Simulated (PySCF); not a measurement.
**Two-component Hartree-Fock for Sn²⁺ (tin, charge +2)**

Start: [Kr] 4d9 5s2 6s1; 4d3/2 filled at m_j = -3/2, -1/2, +1/2, +3/2; 4d5/2 filled at m_j = -3/2, -1/2, +1/2, +3/2, +5/2; 6s1/2 filled at m_j = +1/2. Calculated with PySCF 2.14 in x2c-SVPall-2c with one added diffuse shell each of s, p type (7s9p4d, 54 functions): generalised Hartree-Fock with the X2C-1e Hamiltonian and a Gaussian nucleus; one run each with spin-orbit coupling (SO) switched off, then screened by Boettger's factors. This is a chosen level, not necessarily the ground level.

```tsv
spinor shell	electrons	ε, spin-free (eV)	ε, screened SO (eV)	weight of nominal j (screened SO)	rms radius, screened SO (bohr)
1s1/2	2	-29377.8	-29375.2	1.000	0.0333
2s1/2	2	-4557.0	-4556.2	1.000	0.136
2p1/2	2	-4088.6	-4248.9	1.000	0.118
2p3/2	4	-4088.6	-4015.3	1.000	0.123
3s1/2	2	-946.90	-946.68	1.000	0.361
3p1/2	2	-789.74	-819.93	1.000	0.354
3p3/2	4	-789.74	-775.81	1.000	0.366
3d3/2	4	-548.30	-553.65	0.999	0.340
3d5/2	6	-548.30	-544.50	0.999	0.342
4s1/2	2	-191.78	-191.73	1.000	0.867
4p1/2	2	-141.00	-147.36	0.990	0.923
4p3/2	4	-141.00	-138.01	0.995	0.946
4d3/2	4	-65.757	-66.656	0.920	1.15
4d5/2	5	-65.757	-65.078	0.936	1.16
5s1/2	2	-35.196	-35.193	1.000	2.29
6s1/2	1	-13.104	-13.103	1.000	5.10
```

```json
{"quantity": "E (hartree)", "spin-free": "-6170.25494", "screened SO": "-6171.69808"}
{"quantity": "M_J", "spin-free": "3", "screened SO": "3"}
{"quantity": "⟨J²⟩", "spin-free": "12.002", "screened SO": "12.002"}
{"quantity": "⟨L²⟩", "spin-free": "6.002", "screened SO": "6.017"}
{"quantity": "⟨S²⟩", "spin-free": "2.000", "screened SO": "2.015"}
```

Each row is a mean over spinors that exchange with the open shell spreads, by up to 6.579 eV (4p3/2).

Breit and QED terms are absent; they matter most for the inner s and p1/2 levels.

Densities and radii are taken from the X2C orbitals without a picture-change correction, which distorts them close to the nucleus.

Without spin-orbit coupling the j labels of p, d and f shells carry no meaning; the spin-free column gives the mean over the occupied spinors of each nl shell.
